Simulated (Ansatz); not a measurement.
System: germanium monotelluride, GeTe (charge 0, singlet). SMILES: [Ge]=[Te]
Coordinates optimised at B3LYP-D3(BJ)/def2-TZVP (Ansatz, a first-principles code):
```
Ge
Te 1 2.3585
```

Property: vertical electron affinity (to the doublet state of charge -1; a negative value means that the extra electron is unbound and the number depends on the basis; each state is the SCF solution reached for its spin; for the singlet the Hartree-Fock reference is unstable and T1 is 0.030), in eV. Cores are frozen in the correlated levels unless marked. Open shells are spin-unrestricted. No spin-orbit coupling. Frozen are the shells of the preceding noble gas and the d and f shells that filled before the atom's block. In def2 rows, elements after Kr have scalar-relativistic effective core potentials. Anions need diffuse functions: def2-D sets add few. Basis-set limits of correlation are two-point, X^-3; Hartree-Fock from the larger set.

```csv
level,program,vertical electron affinity (eV)
SVWN5/def2-TZVPD,Ansatz,0.88
PBE/def2-TZVPD,Ansatz,0.78
r2SCAN/def2-TZVPD,Ansatz,0.94
B3LYP/def2-TZVPD,Ansatz,0.86
wB97M-V/def2-TZVPD,Ansatz,0.90
wB97X-V/def2-TZVPD,Ansatz,0.94
wB97X/def2-TZVPD,Ansatz,0.93
CCSD/def2-SVPD,Ansatz,0.61
CCSD/def2-TZVPPD,Ansatz,0.75
CCSD/def2-QZVPPD,Ansatz,0.85
"CCSD/CBS(def2-TZVPPD,def2-QZVPPD)",Ansatz,0.90
CCSD(T)/def2-SVPD,Ansatz,0.55
CCSD(T)/def2-TZVPPD,Ansatz,0.69
CCSD(T)/def2-QZVPPD,Ansatz,0.80
"CCSD(T)/CBS(def2-TZVPPD,def2-QZVPPD)",Ansatz,0.86
```
